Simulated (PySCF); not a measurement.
Correlation energy of As⁻ (arsenic, charge -1)

[Ar] 3d10 4s2 4p4, high-spin 3P determinant. All numbers are calculated (PySCF 2.14, a scalar-relativistic core potential, in aug-cc-pVTZ-PP with ECP10MDF (6s5p4d2f, 55 functions)). Frozen: 3s2 3p6 3d10; 6 electrons correlated.

```tsv
level	correlation energy (mhartree)
CCSD	-117.36
(T)	-5.24
CCSD(T)	-122.60
```

Diagnostics: T1 = 0.012, D1 = 0.0273, largest double amplitude 0.047.

Q: Is a single reference adequate?

A: Yes, within this model without spin-orbit coupling: T1 lies below 0.03 and no double amplitude reaches 0.07.
